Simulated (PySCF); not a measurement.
PySCF input (M06-2X/6-31G* with LANL2DZ past Ar (5d)):

```python
from pyscf import gto, dft

mol = gto.M(
    atom='''
    Se    0.01926100   -0.01724600    0.40055900
    F     0.64744200    1.14626600   -0.74154400
    F    -0.72020600   -1.08111400   -0.77168000
    ''',
    basis={'default': '6-31g*', 'Se': 'lanl2dz'},
    ecp={'Se': 'lanl2dz'},
    charge=1,
    spin=1,
    verbose=4,
)

mf = dft.UKS(mol, xc='m062x')
mf.grids.level = 4
mf.conv_tol = 1e-9
mf.max_cycle = 100
mf.max_memory = 1500
mf.kernel()
if not mf.converged:
    mf = mf.newton()
    mf.kernel(mf.make_rdm1())
mo, _, stable, _ = mf.stability(return_status=True)
if not stable:
    mf.kernel(mf.make_rdm1(mo, mf.mo_occ))
    stable = mf.stability(return_status=True)[2]
mf.dip_moment()
```

Output:

```
PySCF version 2.14.0

[INPUT] verbose = 4
[INPUT] num. atoms = 3
[INPUT] num. electrons = 23
[INPUT] charge = 1
[INPUT] spin (= nelec alpha-beta = 2S) = 1
[INPUT] symmetry False subgroup None
[INPUT] Mole.unit = angstrom
[INPUT] Symbol           X                Y                Z      unit          X                Y                Z       unit  Magmom
[INPUT]  1 Se     0.019261000000  -0.017246000000   0.400559000000 AA    0.036398014885  -0.032590216744   0.756946806730 Bohr   0.0
[INPUT]  2 F      0.647442000000   1.146266000000  -0.741544000000 AA    1.223488061541   2.166128805901  -1.401315069314 Bohr   0.0
[INPUT]  3 F     -0.720206000000  -1.081114000000  -0.771680000000 AA   -1.360992093269  -2.043009369433  -1.458263855804 Bohr   0.0

nuclear repulsion = 49.107889062759
number of shells = 16
number of NR pGTOs = 66
number of NR cGTOs = 36
basis = {'default': '6-31g*', 'Se': 'lanl2dz'}
ecp = {'Se': 'lanl2dz'}

******** <class 'pyscf.dft.uks.UKS'> ********
method = UKS
initial guess = minao
damping factor = 0
level_shift factor = 0
DIIS = <class 'pyscf.scf.diis.CDIIS'>
diis_start_cycle = 1
diis_space = 8
diis_damp = 0
SCF conv_tol = 1e-09
SCF conv_tol_grad = None
SCF max_cycles = 100
direct_scf = True
direct_scf_tol = 1e-13
number electrons alpha = 12  beta = 11
XC library pyscf.dft.libxc version 7.1.2
    S. Lehtola, C. Steigemann, M. J. T. Oliveira, and M. A. L. Marques,  SoftwareX 7, 1–5 (2018)
XC functionals = m062x
    Y. Zhao and D. G. Truhlar,  Theor. Chem. Acc. 120, 215 (2008)
    Y. Zhao and D. G. Truhlar,  Theor. Chem. Acc. 120, 215 (2008)
radial grids:
    Treutler-Ahlrichs [JCP 102, 346 (1995); DOI:10.1063/1.469408] (M4) radial grids

becke partition: Becke, JCP 88, 2547 (1988); DOI:10.1063/1.454033
pruning grids: <function nwchem_prune>
grids dens level: 4
symmetrized grids: False
atomic radii adjust function: <function treutler_atomic_radii_adjust>
small_rho_cutoff = 0
Set gradient conv threshold to 3.16228e-05
tot grids = 87864
init E= -193.691803644078
  alpha nocc = 12  HOMO = -0.00217493431678761  LUMO = 0.102061550196559
  beta  nocc = 11  HOMO = -0.215527311531229  LUMO = -0.00217493431678406

WARN: HOMO -0.00217493431678761 >= LUMO -0.00217493431678406

cycle= 1 E= -207.85284219699  delta_E= -14.2  |g|= 0.923  |ddm|= 2.49
  alpha nocc = 12  HOMO = -0.588094234748252  LUMO = -0.397000071734556
  beta  nocc = 11  HOMO = -0.609505866332862  LUMO = -0.522776278965154
  HOMO = -0.588094234748  LUMO = -0.522776278965  gap/eV = 1.77739
cycle= 2 E= -207.345868182615  delta_E= 0.507  |g|= 1.57  |ddm|= 1.75
  alpha nocc = 12  HOMO = -0.687091795712877  LUMO = -0.378446941337752
  beta  nocc = 11  HOMO = -0.813891243100494  LUMO = -0.513109227348302
  HOMO = -0.687091795713  LUMO = -0.513109227348  gap/eV = 4.73431
cycle= 3 E= -208.347398190852  delta_E=   -1  |g|= 0.0876  |ddm|= 1.02
  alpha nocc = 12  HOMO = -0.656196125433311  LUMO = -0.326964415262594
  beta  nocc = 11  HOMO = -0.771095869453019  LUMO = -0.448247844560772
  HOMO = -0.656196125433  LUMO = -0.448247844561  gap/eV = 5.65856
cycle= 4 E= -208.350686651542  delta_E= -0.00329  |g|= 0.0205  |ddm|= 0.0785
  alpha nocc = 12  HOMO = -0.661885288119301  LUMO = -0.328415037162294
  beta  nocc = 11  HOMO = -0.774767307584413  LUMO = -0.448433137878979
  HOMO = -0.661885288119  LUMO = -0.448433137879  gap/eV = 5.80833
cycle= 5 E= -208.350892638977  delta_E= -0.000206  |g|= 0.00272  |ddm|= 0.0182
  alpha nocc = 12  HOMO = -0.66201530684863  LUMO = -0.328127578845098
  beta  nocc = 11  HOMO = -0.774574178663511  LUMO = -0.448638089052704
  HOMO = -0.662015306849  LUMO = -0.448638089053  gap/eV = 5.80629
cycle= 6 E= -208.350906537339  delta_E= -1.39e-05  |g|= 0.00214  |ddm|= 0.00644
  alpha nocc = 12  HOMO = -0.662091171543729  LUMO = -0.328148036203132
  beta  nocc = 11  HOMO = -0.774528943454556  LUMO = -0.44871299123696
  HOMO = -0.662091171544  LUMO = -0.448712991237  gap/eV = 5.80632
cycle= 7 E= -208.350909011876  delta_E= -2.47e-06  |g|= 0.00111  |ddm|= 0.00205
  alpha nocc = 12  HOMO = -0.662180349573131  LUMO = -0.328179218654199
  beta  nocc = 11  HOMO = -0.774465569247742  LUMO = -0.448791922434427
  HOMO = -0.662180349573  LUMO = -0.448791922434  gap/eV = 5.80659
cycle= 8 E= -208.350910261733  delta_E= -1.25e-06  |g|= 0.000187  |ddm|= 0.00177
  alpha nocc = 12  HOMO = -0.66215335740343  LUMO = -0.328135773107146
  beta  nocc = 11  HOMO = -0.774429248349405  LUMO = -0.448768010865781
  HOMO = -0.662153357403  LUMO = -0.448768010866  gap/eV = 5.80651
cycle= 9 E= -208.350910352036  delta_E= -9.03e-08  |g|= 5.32e-05  |ddm|= 0.00054
  alpha nocc = 12  HOMO = -0.66215859953903  LUMO = -0.328143775900056
  beta  nocc = 11  HOMO = -0.774427021894258  LUMO = -0.448780842671923
  HOMO = -0.662158599539  LUMO = -0.448780842672  gap/eV = 5.80630
cycle= 10 E= -208.35091035679  delta_E= -4.75e-09  |g|= 1.67e-05  |ddm|= 0.000117
  alpha nocc = 12  HOMO = -0.662160591557623  LUMO = -0.328144083509915
  beta  nocc = 11  HOMO = -0.774426257541084  LUMO = -0.448781738560616
  HOMO = -0.662160591558  LUMO = -0.448781738561  gap/eV = 5.80633
cycle= 11 E= -208.350910357206  delta_E= -4.16e-10  |g|= 6.25e-06  |ddm|= 3.59e-05
  alpha nocc = 12  HOMO = -0.66216054993971  LUMO = -0.328144276690296
  beta  nocc = 11  HOMO = -0.774427791739998  LUMO = -0.448781267395905
  HOMO = -0.66216054994  LUMO = -0.448781267396  gap/eV = 5.80635
Extra cycle  E= -208.350910357247  delta_E= -4.05e-11  |g|= 6.22e-06  |ddm|= 1.03e-05
converged SCF energy = -208.350910357247  <S^2> = 0.75190314  2S+1 = 2.0019022
uhf_internal: lowest eigs of H = [0.29220302 0.30712115 0.30990523]
<class 'pyscf.dft.uks.UKS'> wavefunction is stable in the internal stability analysis

WARN: System has nonzero charge 1; the dipole moment is origin-dependent.
Location of origin: [0. 0. 0.]

Dipole moment(X, Y, Z, Debye):  0.14477, -0.12991,  3.01196
```

The dipole moment of an ion depends on the origin.

The geometry given is a B3LYP-D3(BJ)/def2-TZVP minimum of the species of charge 0 and multiplicity 1, not of this state.
